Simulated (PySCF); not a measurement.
A survey of $^{17}$O NMR shifts

- GFN2-xTB geometry
- shieldings: GIAO PBE0/pcSseg-1
- program: PySCF
- rapidly exchanging positions averaged, gas phase, non-relativistic Hamiltonian, one conformer

Shieldings were converted by a linear fit to measured shifts: $^{17}$O (scatter 10.7 ppm rms, 12.2 ppm with the 3 outliers that the fit left out vs liquid water, solution or neat liquid). Occasional misses reach two or three times the rms, and more in compound classes unlike the fitted ones.

Question: Give the $^{17}$O shifts of `[H]/N=C\c1ccco1`, `C#CC(=C)C(N)=O`, `N#C[C@H]1C=CCO1`.

Answer: 
```json
{"compound": "[H]/N=C\\c1ccco1", "environment": "aromatic ring oxygen", "δ (ppm)": "238.0"}
{"compound": "C#CC(=C)C(N)=O", "environment": "amide-type carbonyl oxygen", "δ (ppm)": "306.3"}
{"compound": "N#C[C@H]1C=CCO1", "environment": "ether oxygen", "δ (ppm)": "6.1"}
```

Question: Order these by $^{17}$O shift, lowest first.
A. C=CO/C=C/C#N
B. [H]/N=C\c1ccco1
C. CC(=O)/C=C/C#N
D. C#CC(=C)C(N)=O
E. N#C[C@H]1C=CCO1

Answer: E (6.1 ppm, ether oxygen), A (156.6 ppm, ether oxygen), B (238.0 ppm, aromatic ring oxygen), D (306.3 ppm, amide-type carbonyl oxygen), C (559.0 ppm, ketone oxygen).

In solution the two oxygens of a carboxylic acid give one averaged line by proton exchange, and hydrogen bonding shields acid and N–H amide carbonyl oxygens by tens of ppm; neither is in these numbers.
